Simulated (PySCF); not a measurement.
**Potential energy of EuSe along the bond**

Set-up: Eu x2c-SVPall, Se x2c-SVPall; spin-free X2C with a Gaussian nucleus (PySCF 2.14). Energies in eV from Eu (4f7 6s2) + Se in their ground configurations at the same level. State: octet, about 7.0 electrons in the 4f shell (Mulliken).

All columns are PBE0. A positive dipole means Eu(−)Se(+).

| R (Å) | E (eV) | μ (D) | Mulliken charge on Eu (basis-dependent) | HOMO (eV) | LUMO (eV) | Mayer bond order | ⟨S²⟩ |
| --- | --- | --- | --- | --- | --- | --- | --- |
| 2.188 | -2.272 | -7.19 | 0.36 | -4.44 | -1.78 | 2.43 | 15.77 |
| 2.290 | -2.975 | -8.04 | 0.41 | -4.64 | -1.89 | 2.36 | 15.77 |
| 2.391 | -3.363 | -8.76 | 0.46 | -4.81 | -2.00 | 2.30 | 15.77 |
| 2.468 | -3.499 | -9.23 | 0.48 | -4.73 | -2.09 | 2.27 | 15.78 |
| 2.544 | -3.536 | -9.65 | 0.50 | -4.64 | -2.18 | 2.24 | 15.78 |
| 2.620 | -3.495 | -10.01 | 0.51 | -4.54 | -2.27 | 2.22 | 15.78 |
| 2.722 | -3.353 | -10.40 | 0.53 | -4.42 | -2.39 | 2.18 | 15.79 |
| 2.849 | -3.080 | -10.74 | 0.54 | -4.30 | -2.52 | 2.12 | 15.82 |
| 3.002 | -2.682 | -10.83 | 0.54 | -4.22 | -2.67 | 2.01 | 15.90 |
| 3.205 | -2.136 | -10.38 | 0.53 | -4.24 | -2.79 | 1.71 | 16.12 |

A fit through these points gives, at Re = 2.539 Å, μ = -9.62 D and dμ/dR = -5.10 D/Å; the reduced mass is 52.49 u.

Q: How strong is the fundamental in the double-harmonic approximation, I = 42.26·(dμ/dR)²/μred km/mol?

A: I = 42.26·(-5.10)²/52.49 = 20.9 km/mol at PBE0.

⟨S²⟩ of the unrestricted solution departs from its pure value on part of the curve, where spin states mix. Spin–orbit coupling is left out, which matters for elements this heavy, above all for dissociation energies. With d or f electrons several states lie close, and the lowest PBE0 determinant need not be the measured ground state.
